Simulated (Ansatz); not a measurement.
Coupled-cluster diagnostics for the cluster H₂Au₂⁺ (the lowest doublet isomer of a short search), Ansatz.

Geometry of the doublet (PBE-D4/def2-TZVP):

```xyz
4

Au   -0.748    0.010    1.093
Au    0.836   -0.044   -1.035
H     0.396   -1.476   -1.438
H    -0.484    1.511    1.379
```

In the def2 sets Au takes a core potential; there is no spin–orbit coupling. Correlated methods freeze no core orbitals; core or outer-core shells of Au are correlated, in sets that lack core-valence functions. The structure comes from a short search, and lower isomers may exist.

Geometry of the charge 1 quartet (PBE-D4/def2-TZVP):

```xyz
4

Au   -0.6135    0.6424    0.3101
Au    1.7243   -1.8161   -0.8488
H     0.5731   -0.6111   -0.2648
H    -1.6838    1.7847    0.8035
```

Q: Estimate the CCSD(T) correlation energy, the shares of MP2 and (T), T1 and the reference's ⟨S²⟩ for: charge 1, doublet, own geometry in def2-TZVPP; charge 1, quartet, own geometry in def2-TZVPP; and the rough time on 4 threads of Arm Neoverse V2 on a shared host.

A: 
```csv
state,basis,correlation (eV),MP2 share (%),(T) share (%),T1,⟨S²⟩ (pure),wall time
"charge 1, doublet, own geometry",def2-TZVPP,-33.081,102.4,3.6,0.025,0.85 (0.75),2.6 min
"charge 1, quartet, own geometry",def2-TZVPP,-31.680,101.2,3.3,0.024,3.81 (3.75),2.6 min
```
Customary marks for T1 are 0.02 (closed shells), 0.045 (open shells) and about 0.05 (3d metals). T1 exceeds 0.02 in 2 of 2 rows and 0.045 in 0; the higher it lies, the less the single-reference result can be trusted.
